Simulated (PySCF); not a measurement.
Species: sum formula SiH₃Cl, charge 1, multiplicity 2. 
Structure (B3LYP-D3(BJ)/def2-TZVP (Ansatz) minimum search):
```xyz
5

Si    -0.9588    -0.3094     0.0268
Cl     1.0190     0.2811    -0.0170
H     -1.3334    -1.1399    -1.1235
H     -1.1064     1.2263    -0.3516
H     -1.4589    -0.5330     1.3882
```
Charge +1, spin multiplicity 2.

Dispersion corrections to the total energy (kcal/mol) from the dftd3 and dftd4 libraries through PySCF: D3(BJ) without and D4 with the three-body term, each with the damping fitted for the functional named.

```json
[
 {"functional": "LC-wPBE", "D3(BJ)": "-1.86", "D4": "-1.49"},
 {"functional": "TPSS", "D3(BJ)": "-2.42", "D4": "-1.77"},
 {"functional": "HSE06", "D3(BJ)": "-1.29", "D4": "___"},
 {"functional": "BP86", "D3(BJ)": "-3.25", "D4": "___"},
 {"functional": "HF", "D3(BJ)": "___", "D4": "-4.84"},
 {"functional": "B2PLYP", "D3(BJ)": "-1.73", "D4": "-0.90"},
 {"functional": "PW6B95", "D3(BJ)": "-1.07", "D4": "-1.23"}
]
```

Q: Complete the blanks.

A: 
- HSE06, D4: -1.02
- BP86, D4: -1.76
- HF, D3(BJ): -18.00
